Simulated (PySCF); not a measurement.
Gas-phase reaction: GeH3Cl = GeH3 + Cl

Method: PySCF energies plus ideal-gas RRHO corrections (1 bar). † marks an energy on the PBE0/def2-TZVP geometry and frequencies; other levels use their own. CCSD(T) freezes the core. 6-31G* has spherical d functions here. Open shells (unrestricted): GeH3 (multiplicity 2), Cl (multiplicity 2); the rest are closed-shell singlets. Spin-orbit splitting is ignored; it lowers the true energy and changes the entropy of Cl. B3LYP is the form with VWN-RPA correlation. Ge: all electrons, no relativistic terms. GeH3: computed as isolated molecules; such fragments, hydroxides, amides, oligomers or adducts are transient or little studied in the gas. CCSD(T) isn't extrapolated to the basis-set limit.

B3LYP/6-31G* gives ΔH°(298 K) = 379 kJ.

Problem. What do CCSD(T)/def2-SVP†, CCSD(T)/def2-TZVPP†, M06-2X/def2-TZVP† give?

Solution. CCSD(T)/def2-SVP†: 369 kJ; CCSD(T)/def2-TZVPP†: 398 kJ; M06-2X/def2-TZVP†: 406 kJ. For scale, ΔH°(298 K) is 379 kJ at this level, 410 kJ at ωB97M-V/def2-TZVP†, and runs from 288 to 464 kJ over the 20 levels computed († marks an energy on the PBE0/def2-TZVP geometry).
